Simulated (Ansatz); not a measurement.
Geometry optimisation, RKS B3LYP-D4/def2-SVP in Ansatz.

Input:

```yaml
crystal:
  periodic: [false, false, false]
  atoms:
    - { symbol: C, position_ang: [-0.577, 0.8256, -0.7971] }
    - { symbol: Si, position_ang: [-0.8062, -0.9116, -0.2796] }
    - { symbol: C, position_ang: [0.0162, -1.1096, 1.3483] }
    - { symbol: S, position_ang: [1.6243, -0.0651, 1.3394] }
    - { symbol: Si, position_ang: [1.1443, 1.184, -0.3716] }
    - { symbol: H, position_ang: [-1.3047, 1.5275, -0.2403] }
    - { symbol: H, position_ang: [-0.7968, 1.0141, -1.8707] }
    - { symbol: H, position_ang: [-2.2013, -1.2548, -0.1925] }
    - { symbol: H, position_ang: [-0.1803, -1.7721, -1.2627] }
    - { symbol: H, position_ang: [-0.5914, -0.7651, 2.2014] }
    - { symbol: H, position_ang: [2.40814, -0.71104, 2.27362] }
    - { symbol: H, position_ang: [2.0712, 0.8059, -1.4401] }
    - { symbol: H, position_ang: [1.3078, 2.6372, 0.0003] }
basis:
  gaussian: { orbitals: def2-SVP }
hamiltonian:
  xc: b3lyp
  dispersion: d4
relax:
  f_tol: 0.02
  max_steps: 50
```

Command:

```bash
$ ansatz run input.yaml --threads 2 --pin off --max-ram 3072MiB --backend cpu --events-out ev --progress --plain --runs-dir out
```

Problem. Where does it end, and by what steps?

Solution. It converged. After 22 steps the energy has fallen by 2.364 eV; H11 moved furthest, 1.61 Å.

```
step  energy less start (eV)  largest force component (eV/Å)  accepted
   0                  0.0000                           2.576       yes
   1                 -0.9393                           1.615       yes
   2                 -1.5071                           1.270       yes
   3                 -1.8251                           1.119       yes
   4                 -1.9747                           0.834       yes
   5                 -2.1263                           0.789       yes
   6                 -2.2231                           0.372       yes
   7                 -2.2112                           0.378        no
   8                 -2.2624                           0.664       yes
   9                 -2.2874                           0.360       yes
  10                 -2.3109                           0.209       yes
  11                 -2.3261                           0.301       yes
  12                 -2.3342                           0.283       yes
  13                 -2.3528                           0.261       yes
  14                 -2.3517                           0.340        no
  15                 -2.3581                           0.101       yes
  16                 -2.3589                           0.187       yes
  17                 -2.3619                           0.083       yes
  18                 -2.3629                           0.070       yes
  19                 -2.3634                           0.061       yes
  20                 -2.3637                           0.044       yes
  21                 -2.3638                           0.026       yes
  22                 -2.3639                           0.009       yes
```

```xyz
13
Properties=species:S:1:pos:R:3
C -0.303 0.635 -1.069
Si -1.015 -0.830 -0.033
C -0.061 -0.749 1.518
S 1.529 -0.122 1.456
Si 1.090 1.417 -0.107
H -1.092 1.384 -1.249
H 0.059 0.285 -2.050
H -2.487 -0.669 0.185
H -0.855 -2.049 -0.903
H -0.267 -1.280 2.451
H 2.441 -0.882 0.672
H 2.360 1.653 -0.852
H 0.715 2.612 0.690
```

Whether the end is a true minimum wasn't checked by a vibrational analysis.

Run time: 38 s on 2 threads of AMD EPYC 9B45 (Zen 5), with other jobs on the host, peak memory 0.33 GiB.
